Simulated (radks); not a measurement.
Dispersion coefficients C6 (hartree bohr^6) between ground-configuration atoms and ions, from the Casimir-Polder integral (3/pi) of alpha_A(iw) alpha_B(iw). All-electron calculation, scalar-relativistic Kohn-Sham, PBE, spin-polarised, spherical densities, finite nucleus; open shells are filled with parallel spins first (spin-orbit coupling, left out, can overturn this in heavy ions); Fermi nuclear charge, rms radius of each element as measured or else 0.836 A^(1/3) + 0.57 fm. Program: a radial shooting solver on a logarithmic mesh with Libxc functionals. Response by self-consistent Sternheimer equations with the Hartree and adiabatic LDA kernel, the relativistic mass of each level held fixed and spin-orbit coupling left out. For heavy and open-shell atoms this level of theory can miss by tens of per cent.

\begin{tabular}{lrrrrrrr}
C6 & Tb & Tb+ & Tb2+ & Tb3+ & Tb4+ & Tb5+ & Tb6+ \\ \hline
Tb & 2453 &  &  &  &  &  &  \\
Tb+ & 1187 & 587.5 &  &  &  &  &  \\
Tb2+ & 252.5 & 138.7 & 49.08 &  &  &  &  \\
Tb3+ & 173.8 & 98.76 & 38.48 & 30.71 &  &  &  \\
Tb4+ & 136.6 & 78.66 & 31.91 & 25.66 & 21.54 &  &  \\
Tb5+ & 114.4 & 66.16 & 27.23 & 21.96 & 18.48 & 15.86 &  \\
Tb6+ & 97.39 & 56.32 & 23.18 & 18.70 & 15.75 & 13.53 & 11.54 \\
\end{tabular}

Static polarisabilities (bohr^3): Tb ([Xe] 4f9 6s2) 161.0, Tb+ ([Xe] 4f9 6s1) 69.98, Tb2+ ([Xe] 4f9) 10.20, Tb3+ ([Xe] 4f8) 5.631, Tb4+ ([Xe] 4f7) 4.249, Tb5+ ([Kr] 4d10 4f7 5s2 5p5) 3.520, Tb6+ ([Kr] 4d10 4f8 5s2 5p3) 3.006. The combination rule 2 Ca Cb / ((alpha_b/alpha_a) Ca + (alpha_a/alpha_b) Cb) gives 18.47 for Tb5+-Tb4+, against 18.48 from the integral.
